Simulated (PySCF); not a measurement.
Start geometry of 1,1,1,2,2,3,3,4-octafluorobutane (`FCC(F)(F)C(F)(F)C(F)(F)F`) from GFN2-xTB (Å):
```
atom  x, y, z in Å
F1    -2.9014    0.7761   -0.2691
C2    -1.9716   -0.1335   -0.0315
C3    -0.6051    0.5379   -0.0171
F4    -0.2858    1.1494   -1.1862
F5    -0.5232    1.4880    0.9310
C6     0.5208   -0.5115    0.2670
F7     0.4803   -1.4755   -0.6789
F8     0.2857   -1.1199    1.4404
C9     1.9708    0.0604    0.3317
F10    2.1003    0.9603    1.2815
F11    2.8310   -0.9258    0.5629
F12    2.3084    0.6175   -0.8371
H13   -2.0303   -0.8625   -0.8420
H14   -2.1870   -0.5761    0.9550
```

Task: What comes out of this run: PySCF, PBE0-D3(BJ)/def2-SVP geometry optimisation, gas phase?

Result: 
```
atom  x, y, z in Å
F1    -2.9935    0.5075    0.1632
C2    -1.9165   -0.2474    0.4970
C3    -0.6588    0.4352   -0.0151
F4    -0.7817    0.6994   -1.3251
F5    -0.4652    1.5996    0.6317
C6     0.5868   -0.4510    0.1898
F7     0.4701   -1.5296   -0.5983
F8     0.6128   -0.8585    1.4704
C9     1.9471    0.2176   -0.1148
F10    2.2034    1.1718    0.7648
F11    2.8995   -0.7009   -0.0379
F12    1.9469    0.7333   -1.3332
H13   -1.9940   -1.2442    0.0353
H14   -1.8477   -0.3505    1.5903
```

The energy falls by 0.143 eV over 10 energy and gradient evaluations, the largest force component goes from 0.0304 to 3.8e-04 Eh/bohr, and the atoms move by 0.147 Å rms after alignment. The bond that changes most is F1–C2 (alkyl fluorine to sp3 C–F carbon), which lengthens by 0.035 Å. Bonds longer at the end by more than 0.005 Å: 3 of 13; shorter: 5. Among the angles that change most is C2–C3–F4, from 113.7° to 110.0°. Among the dihedrals that turn most is F4–C3–C6–F7, from -66° to -55°. Rotational constants go from 1628, 676.6, 640.8 to 1651, 678.8, 649.3 MHz. The orientation of the end geometry is arbitrary; only internal coordinates are fixed.

The run used 178 basis functions and 65 SCF cycles in all. Hardware: an AMD EPYC 7B13 with 2 threads, no GPU, shared host with 64 logical CPUs at a one-minute load of 16. Cost: 84 s wall, 3.7 min CPU, 0.82 GiB resident at most.

No frequency check. One conformer, not necessarily the lowest.
